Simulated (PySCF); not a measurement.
Species: InH2I.
Structure used (PBE0-D3(BJ)/def2-SVP), in Å, numbered top down from 1:
```xyz
4
H2IIn angstrom
In     0.1643    0.2836   -0.0019
H      1.8680    0.0812    0.0107
H     -0.8395    1.6753   -0.0229
I     -1.1928   -2.0402    0.0141
```

The calculation used PBE0-D3(BJ)/def2-SVP geometry optimisation, gas phase, def2 core potentials past Kr in PySCF 2.14.0.

Q: Which atoms are bound to In1, and at what distances?

A: 3 atoms: H2 1.716 Å, H3 1.716 Å, I4 2.691 Å.

Q: List the angles at In1.

A: 
```csv
angle,degrees,distance of the outer atoms (Å)
H2–In1–H3,132.6,3.14
H3–In1–I4,113.9,3.73
H2–In1–I4,113.5,3.72
```

Q: What is the shape at In1?

A: Planar: angles 132.6°, 113.9° and 113.5°, sum 360.0°, 0.00 Å off the plane of its three neighbours.

Q: What are the rotational constants (commonest isotopes, rigid rotor)?

A: A = 101581, B = 1134, C = 1122 MHz: a near-prolate asymmetric top.

Point group: C2v (every atom within 0.08 Å of its image). Charge 0, singlet. Not checked by PBE0-D3(BJ)/def2-SVP frequencies.
